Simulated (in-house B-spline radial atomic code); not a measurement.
Radial electron density of Cd²⁺, [Kr] 4d10. Method: scalar-relativistic (X2C) B97-1, spin-polarised, spherical fractional occupations, exact exchange averaged over the configuration, Fermi nucleus of rms radius 4.6087 fm. Calculated with an all-electron radial atomic-structure program (B-spline basis).

One-electron X2C: radii and densities carry no picture-change correction, so inner-shell <1/r> comes out high (for 1s by about 2 % at Z = 33, 5 % at 54, 10 % at 75, 30 % at 118) and <r> low.

Columns: r (bohr), 4πr²n(r) (electrons per bohr), bar.

```
0.000916    1.673 #
 0.00112    2.317 #
 0.00136    3.161 ##
 0.00165     4.29 ##
 0.00201    5.827 ###
 0.00245     7.87 ####
 0.00299    10.56 ######
 0.00364    13.97 ########
 0.00443    18.26 ##########
 0.00539    23.48 #############
 0.00657    29.72 #################
   0.008    36.71 #####################
 0.00974    44.11 #########################
  0.0119    51.38 #############################
  0.0144    57.19 #################################
  0.0176    61.12 ###################################
  0.0214    62.01 ###################################
  0.0261    59.91 ##################################
  0.0318    56.03 ################################
  0.0387    52.94 ##############################
  0.0471    53.57 ###############################
  0.0573    59.52 ##################################
  0.0698    69.14 ########################################
   0.085    76.96 ############################################
   0.104    76.92 ############################################
   0.126     68.2 #######################################
   0.154    56.78 ################################
   0.187    52.85 ##############################
   0.228    58.17 #################################
   0.277    63.27 ####################################
   0.338    56.91 #################################
   0.411    39.71 #######################
   0.501    23.46 #############
    0.61    17.83 ##########
   0.742    19.57 ###########
   0.904    20.23 ############
     1.1     16.4 #########
    1.34    10.44 ######
    1.63    5.469 ###
    1.99    2.378 #
    2.42   0.8767 #
    2.95   0.2529 
    3.59  0.05362 
    4.37 0.007499
```

On this grid the curve has 4 maxima, near 0.0214, 0.085, 0.277, 0.904 bohr.

The 4p up radial function P(r) = rR(r), positive near the nucleus:

```
r (bohr)         P
 0.00112  0.001206
 0.00165  0.002306
 0.00245  0.004519
 0.00364  0.008919
 0.00539   0.01748
   0.008   0.03406
  0.0119   0.06515
  0.0176    0.1188
  0.0261    0.2039
  0.0387    0.3155
  0.0573    0.4087
   0.085    0.3753
   0.126   0.08629
   0.187   -0.4006
   0.277   -0.6282
   0.411   -0.1061
    0.61    0.8286
   0.904     1.154
    1.34    0.7006
    1.99    0.2064
    2.95   0.02629
```
